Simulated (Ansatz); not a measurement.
The cluster Ca₄Se₃⁺, relaxed as a doublet with UKS PBE-D4/def2-SVP in Ansatz, starting from the GFN2-xTB geometry. Force threshold 0.02 eV/Å.

Another isomer (doublet) lies 1.64 eV lower at PBE0-D4/def2-SVP; other spin states weren't run for this one.

Start:

```xyz
7

Ca    0.748    1.033   -1.530
Ca    2.378    3.149   -4.718
Ca   -0.759   -0.998    1.500
Ca   -2.291   -3.113    4.630
Se   -0.044   -0.025    0.052
Se   -1.522   -2.052    3.060
Se    1.490    2.006   -2.994
```

```csv
step,energy (eV),largest force component (eV/Å),SCF passes
1,-269696.8699,9.570,69
2,-269702.1926,5.331,33
3,-269706.6746,4.153,26
4,-269710.2623,3.157,27
5,-269712.9433,2.316,21
6,-269715.1581,1.604,25
7,-269716.6606,1.341,26
8,-269717.5231,0.911,26
9,-269717.8039,0.520,26
10,-269717.8937,0.200,26
11,-269717.9343,0.082,26
15,-269717.9890,0.147,26
19,-269718.0101,0.031,23
23,-269718.0128,0.053,21
27,-269718.0166,0.070,22
31,-269718.0270,0.128,23
35,-269718.0921,0.132,23
39,-269718.4560,0.593,27
43,-269719.1133,0.236,27
47,-269719.2474,0.181,24
51,-269719.4967,0.231,22
55,-269720.1086,0.251,25
59,-269720.1834,0.073,22
63,-269720.2102,0.068,22
67 (rejected),-269720.2125,0.076,21
70,-269720.2140,0.017,21
```

Force components are those of the run's own axes.

End:

Cartesian coordinates in Å:
```
Ca -1.267 0.714 -2.147
Ca 2.735 2.766 -2.565
Ca 0.805 -0.448 0.778
Ca -2.109 -1.620 2.544
Se -2.014 -0.130 0.226
Se 0.424 -1.811 3.048
Se 1.426 0.531 -1.884
```

Bonds formed: Ca3–Se7, Ca4–Se5 (atoms count from 1).

The force fell under the threshold at step 21, but the optimiser went on and released 2.203 eV more. No frequencies were taken in this run, so the end may be a saddle point.

It took 10 min on 4 threads of Intel Xeon on a shared host.
